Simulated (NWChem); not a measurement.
System: CoHOCl, quartet; SMILES [OH][Co][Cl]

Input file for NWChem:

```
start job
memory heap 200 mb stack 900 mb global 1100 mb
geometry units angstroms noautoz
  Co     0.089729     0.402598     0.043512
  Cl    -0.113803    -1.719700    -0.060609
  O      0.300456     2.115238     0.168386
  H     -0.279996     2.814781    -0.156767
end
basis spherical
  * library def2-svp
end
dft
  odft
  mult 4
  xc b3lyp
  iterations 150
  mulliken
end
task dft energy
```

NWChem printed, in part:

```
             Northwest Computational Chemistry Package (NWChem) 7.3.0
             --------------------------------------------------------

 C1  symmetry detected

                             Geometry "geometry" -> ""
                             -------------------------

 Output coordinates in angstroms (scale by  1.889725989 to convert to a.u.)

  No.       Tag          Charge          X              Y              Z
 ---- ---------------- ---------- -------------- -------------- --------------
    1 Co                  27.0000     0.00333222    -0.37929309     0.00319591
    2 Cl                  17.0000     0.00524551     1.75527559    -0.00210949
    3 O                    8.0000     0.06197524    -2.10834576    -0.00534898
    4 H                    1.0000    -0.67494564    -2.73200575    -0.00763652

 Effective nuclear repulsion energy (a.u.)     210.6851261878

                                 NWChem DFT Module
                                 -----------------

 Summary of "ao basis" -> "ao basis" (spherical)
 ------------------------------------------------------------------------------
       Tag                 Description            Shells   Functions and Types
 ---------------- ------------------------------  ------  ---------------------
 Co                         def2-svp                11       31   5s3p2d1f
 Cl                         def2-svp                 8       18   4s3p1d
 O                          def2-svp                 6       14   3s2p1d
 H                          def2-svp                 3        5   2s1p

            General Information
            -------------------
          SCF calculation type: DFT
          Wavefunction type:  spin polarized.
          No. of atoms     :     4
          No. of electrons :    53
           Alpha electrons :    28
            Beta electrons :    25
          Charge           :     0
          Spin multiplicity:     4
          Use of symmetry is: off; symmetry adaption is: off
          Maximum number of iterations: 150
          AO basis - number of functions:    68
                     number of shells:    28
          Convergence on energy requested:  1.00D-06
          Convergence on density requested:  1.00D-05
          Convergence on gradient requested:  5.00D-04

              XC Information
              --------------
                         B3LYP Method XC Potential
                     Hartree-Fock (Exact) Exchange  0.200
                        Slater Exchange Functional  0.800 local
                    Becke 1988 Exchange Functional  0.720 non-local
              Lee-Yang-Parr Correlation Functional  0.810
                  VWN I RPA Correlation Functional  0.190 local

             Grid Information
             ----------------
          Grid used for XC integration:  medium
          Radial quadrature: Mura-Knowles
          Angular quadrature: Lebedev.
          Tag              B.-S. Rad. Rad. Pts. Rad. Cut. Ang. Pts.
          ---              ---------- --------- --------- ---------
          Co                  1.35      112           8.0       590
          Cl                  1.00       88          11.0       590
          O                   0.60       49          10.0       434
          H                   0.35       45          11.0       434
          Grid pruning is: on
          Number of quadrature shells:   294
          Spatial weights used:  Erf1

      Superposition of Atomic Density Guess
      -------------------------------------

 Sum of atomic energies:       -1915.63224313

      Non-variational initial energy
      ------------------------------

 Total energy =   -1915.111864
 1-e energy   =   -3072.009534
 2-e energy   =     946.212544
 HOMO         =      -0.341233
 LUMO         =      -0.336303

     ---------------------------------------------
      Total Density - Mulliken Population Analysis
     ---------------------------------------------

    Atom       Charge   Shell Charges
 -----------   ------   -------------------------------------------------------
    1 Co  27    26.37   2.00  2.00  2.00  0.45  0.06  6.00  6.00  0.19  5.74  1.93  0.00
    2 Cl  17    17.27   2.00  1.99  1.22  0.72  5.94  2.08  3.30  0.01
    3 O    8     8.72   1.99  1.10  0.68  2.98  1.97  0.00
    4 H    1     0.64   0.51  0.07  0.06

     --------------------------------------------
      Spin Density - Mulliken Population Analysis
     --------------------------------------------

    Atom       Charge   Shell Charges
 -----------   ------   -------------------------------------------------------
    1 Co  27     2.34   0.00  0.00  0.00  0.18  0.06  0.00  0.00  0.00  1.67  0.43  0.00
    2 Cl  17     0.32   0.00  0.00  0.00 -0.00  0.00  0.13  0.19  0.00
    3 O    8     0.32   0.00  0.00  0.00  0.20  0.12  0.00
    4 H    1     0.01   0.01 -0.00  0.00

   convergence    iter        energy       DeltaE   RMS-Dens  Diis-err
 ---------------- ----- ----------------- --------- --------- ---------
 d= 0,ls=0.0,diis     1  -1918.4281131078 -2.13D+03  5.39D-03  1.18D-01
                                                     7.20D-03  1.28D-01
 d= 0,ls=0.0,diis     2  -1918.4246940478  3.42D-03  4.32D-03  2.23D-01
                                                     3.92D-03  1.43D-01
 d= 0,ls=0.0,diis     3  -1918.4831075522 -5.84D-02  1.05D-03  2.25D-02
                                                     2.47D-03  2.85D-02
 d= 0,ls=0.0,diis     4  -1918.4857846427 -2.68D-03  9.22D-04  2.49D-02
                                                     9.82D-04  1.91D-02
 d= 0,ls=0.0,diis     5  -1918.4937050454 -7.92D-03  2.87D-04  3.58D-04
                                                     3.66D-04  1.94D-04
  Resetting Diis
 d= 0,ls=0.0,diis     6  -1918.4939380256 -2.33D-04  9.16D-05  7.57D-05
                                                     3.36D-04  5.23D-05
 d= 0,ls=0.0,diis     7  -1918.4940653839 -1.27D-04  8.62D-05  1.94D-05
                                                     4.18D-04  3.02D-05
 d= 0,ls=0.0,diis     8  -1918.4942101651 -1.45D-04  3.74D-05  4.83D-05
                                                     1.45D-04  7.05D-05
 d= 0,ls=0.0,diis     9  -1918.4942811109 -7.09D-05  2.67D-05  1.44D-05
                                                     3.68D-04  3.85D-05
 d= 0,ls=0.0,diis    10  -1918.4941301637  1.51D-04  1.06D-04  1.79D-05
                                                     1.67D-03  3.37D-05
 d= 0,ls=0.0,diis    11  -1918.4937237020  4.06D-04  2.49D-05  2.60D-05
                                                     3.72D-04  1.66D-05
 d= 0,ls=0.0,diis    12  -1918.4937045431  1.92D-05  4.96D-06  1.78D-05
                                                     2.58D-05  1.19D-05
 d= 0,ls=0.0,diis    13  -1918.4937092536 -4.71D-06  1.80D-05  1.28D-05
                                                     1.92D-04  9.23D-06
 d= 0,ls=0.0,diis    14  -1918.4937414561 -3.22D-05  2.84D-05  3.47D-06
                                                     3.71D-04  6.28D-06
 d= 0,ls=0.0,diis    15  -1918.4936945027  4.70D-05  1.86D-05  3.71D-06
                                                     2.90D-04  4.03D-06
 d= 0,ls=0.0,diis    16  -1918.4936769552  1.75D-05  1.20D-05  1.99D-06
                                                     1.37D-04  1.47D-06
 d= 0,ls=0.0,diis    17  -1918.4936784246 -1.47D-06  1.76D-05  1.31D-06
                                                     1.85D-04  7.83D-07
 d= 0,ls=0.0,diis    18  -1918.4936812743 -2.85D-06  6.72D-06  2.28D-07
                                                     4.66D-05  9.80D-08
 d= 0,ls=0.0,diis    19  -1918.4936816933 -4.19D-07  1.79D-06  5.76D-09
                                                     1.41D-05  9.08D-09
 d= 0,ls=0.0,diis    20  -1918.4936817180 -2.47D-08  6.23D-07  1.40D-09
                                                     4.43D-06  1.40D-09

         Total DFT energy =    -1918.493681718018
      One electron energy =    -3075.962615119833
           Coulomb energy =     1043.501232185527
    Exchange-Corr. energy =      -96.717424971506
 Nuclear repulsion energy =      210.685126187794

 Numeric. integr. density =       53.000005576564

                    DFT Final Alpha Molecular Orbital Analysis
                    ------------------------------------------

 Vector   26  Occ=1.000000D+00  E=-3.079112D-01
              MO Center= -1.1D-02, -4.1D-01,  1.3D-02, r^2= 1.4D+00
   Bfn.  Coefficient  Atom+Function         Bfn.  Coefficient  Atom+Function
  ----- ------------  ---------------      ----- ------------  ---------------
    17      0.691812  1 Co d  0               4      0.286807  1 Co s
    22      0.284648  1 Co d  0              54      0.163549  3 O  py
    42     -0.153051  2 Cl px                 3     -0.145639  1 Co s
    53     -0.141263  3 O  px                57      0.116127  3 O  py
    56     -0.114905  3 O  px                39     -0.112407  2 Cl px

 Vector   27  Occ=1.000000D+00  E=-2.847948D-01
              MO Center=  4.0D-02,  8.6D-01, -1.9D-03, r^2= 3.1D+00
   Bfn.  Coefficient  Atom+Function         Bfn.  Coefficient  Atom+Function
  ----- ------------  ---------------      ----- ------------  ---------------
    42      0.561293  2 Cl px                39      0.403747  2 Cl px
    15     -0.325870  1 Co d -2              36      0.236229  2 Cl px
    53     -0.198187  3 O  px                56     -0.146326  3 O  px
    54      0.141906  3 O  py                 4      0.127787  1 Co s
    57      0.117403  3 O  py                20     -0.100642  1 Co d -2

 Vector   28  Occ=1.000000D+00  E=-2.769123D-01
              MO Center=  1.7D-02,  2.8D-01, -2.0D-03, r^2= 3.7D+00
   Bfn.  Coefficient  Atom+Function         Bfn.  Coefficient  Atom+Function
  ----- ------------  ---------------      ----- ------------  ---------------
    44      0.495984  2 Cl pz                16     -0.394159  1 Co d -1
    41      0.355503  2 Cl pz                55     -0.353333  3 O  pz
    58     -0.273209  3 O  pz                38      0.207696  2 Cl pz
    21     -0.125175  1 Co d -1              18     -0.030584  1 Co d  1

 Vector   29  Occ=0.000000D+00  E=-2.350917D-02
              MO Center= -1.2D-01, -6.5D-01,  8.7D-03, r^2= 6.5D+00
   Bfn.  Coefficient  Atom+Function         Bfn.  Coefficient  Atom+Function
  ----- ------------  ---------------      ----- ------------  ---------------
     5      1.019533  1 Co s                 52     -0.385178  3 O  s
    35     -0.297180  2 Cl s                 43      0.268376  2 Cl py
    65      0.240878  4 H  s                 19     -0.231858  1 Co d  2
     3     -0.173897  1 Co s                 51     -0.157178  3 O  s
    40      0.141857  2 Cl py                34     -0.140222  2 Cl s

 Vector   30  Occ=0.000000D+00  E= 6.912762D-02
              MO Center=  3.4D-02, -3.3D-01,  3.1D-03, r^2= 2.9D+00
   Bfn.  Coefficient  Atom+Function         Bfn.  Coefficient  Atom+Function
  ----- ------------  ---------------      ----- ------------  ---------------
    12      1.069008  1 Co px                 9     -0.312975  1 Co px
    42     -0.208119  2 Cl px                56     -0.135658  3 O  px
    39     -0.124943  2 Cl px                53     -0.120721  3 O  px
    64      0.114800  4 H  s                  6      0.097604  1 Co px
    36     -0.067526  2 Cl px                45     -0.059363  2 Cl d -2

 Vector   31  Occ=0.000000D+00  E= 7.979220D-02
              MO Center= -7.0D-04, -3.2D-01,  2.7D-02, r^2= 2.9D+00
   Bfn.  Coefficient  Atom+Function         Bfn.  Coefficient  Atom+Function
  ----- ------------  ---------------      ----- ------------  ---------------
    14      1.073908  1 Co pz                11     -0.311254  1 Co pz
    44     -0.204636  2 Cl pz                58     -0.191447  3 O  pz
    55     -0.177263  3 O  pz                41     -0.124480  2 Cl pz
     8      0.096998  1 Co pz                65     -0.080821  4 H  s
    38     -0.066855  2 Cl pz                46     -0.061401  2 Cl d -1

                     DFT Final Beta Molecular Orbital Analysis
                     -----------------------------------------

 Vector   23  Occ=1.000000D+00  E=-2.957554D-01
              MO Center=  1.1D-02,  1.1D+00, -2.9D-03, r^2= 3.0D+00
   Bfn.  Coefficient  Atom+Function         Bfn.  Coefficient  Atom+Function
  ----- ------------  ---------------      ----- ------------  ---------------
    44      0.586446  2 Cl pz                41      0.419327  2 Cl pz
    38      0.247165  2 Cl pz                55      0.238002  3 O  pz
    58      0.179222  3 O  pz                14      0.140879  1 Co pz
    11     -0.073037  1 Co pz                16      0.045982  1 Co d -1
    21      0.031679  1 Co d -1

 Vector   24  Occ=1.000000D+00  E=-2.442987D-01
              MO Center=  4.6D-04, -3.8D-01,  3.5D-03, r^2= 4.1D-01
   Bfn.  Coefficient  Atom+Function         Bfn.  Coefficient  Atom+Function
  ----- ------------  ---------------      ----- ------------  ---------------
    18      0.801885  1 Co d  1              23      0.365541  1 Co d  1

 Vector   25  Occ=1.000000D+00  E=-2.440125D-01
              MO Center=  3.2D-03, -3.8D-01,  3.8D-03, r^2= 4.1D-01
   Bfn.  Coefficient  Atom+Function         Bfn.  Coefficient  Atom+Function
  ----- ------------  ---------------      ----- ------------  ---------------
    17      0.713786  1 Co d  0              19     -0.365218  1 Co d  2
    22      0.324417  1 Co d  0              24     -0.168215  1 Co d  2
     4      0.029796  1 Co s

 Vector   26  Occ=0.000000D+00  E=-1.393457D-01
              MO Center= -3.7D-02, -4.4D-01,  5.0D-03, r^2= 1.7D+00
   Bfn.  Coefficient  Atom+Function         Bfn.  Coefficient  Atom+Function
  ----- ------------  ---------------      ----- ------------  ---------------
    19      0.525939  1 Co d  2               4      0.496762  1 Co s
     5      0.292692  1 Co s                  3     -0.280491  1 Co s
    17      0.248895  1 Co d  0              24      0.247616  1 Co d  2
    35     -0.126269  2 Cl s                 22      0.114677  1 Co d  0
    54      0.092064  3 O  py                52     -0.071443  3 O  s

 Vector   27  Occ=0.000000D+00  E=-1.008644D-01
              MO Center=  7.0D-03, -3.5D-01,  2.2D-03, r^2= 1.1D+00
   Bfn.  Coefficient  Atom+Function         Bfn.  Coefficient  Atom+Function
  ----- ------------  ---------------      ----- ------------  ---------------
    15      0.748799  1 Co d -2              20      0.363881  1 Co d -2
    42     -0.178313  2 Cl px                53      0.139640  3 O  px
    39     -0.137559  2 Cl px                64     -0.117435  4 H  s
    52      0.104090  3 O  s                 57     -0.092272  3 O  py
    36     -0.077105  2 Cl px                65     -0.073576  4 H  s

 Vector   28  Occ=0.000000D+00  E=-9.001478D-02
              MO Center=  8.1D-03, -4.0D-01,  2.7D-03, r^2= 1.1D+00
   Bfn.  Coefficient  Atom+Function         Bfn.  Coefficient  Atom+Function
  ----- ------------  ---------------      ----- ------------  ---------------
    16      0.738759  1 Co d -1              21      0.358013  1 Co d -1
    55      0.228282  3 O  pz                44     -0.175714  2 Cl pz
    58      0.171628  3 O  pz                41     -0.134091  2 Cl pz
    14      0.078224  1 Co pz                38     -0.075001  2 Cl pz
    46     -0.035130  2 Cl d -1              11     -0.031718  1 Co pz

     ---------------------------------------------
      Total Density - Mulliken Population Analysis
     ---------------------------------------------

    Atom       Charge   Shell Charges
 -----------   ------   -------------------------------------------------------
    1 Co  27    26.28   2.00  2.00  1.99  0.49 -0.03  6.00  5.99  0.43  5.63  1.77  0.00
    2 Cl  17    17.37   2.00  1.98  1.25  0.71  5.93  2.14  3.33  0.01
    3 O    8     8.54   1.99  1.06  0.70  2.86  1.92  0.01
    4 H    1     0.81   0.67  0.07  0.07

[...]
```

Level: B3LYP/def2-SVP, spin-unrestricted. The geometry was optimised at B3LYP/6-31G* (spherical d), spin-unrestricted. This spin state was assumed; another may lie lower. No stability test was run on the SCF state.
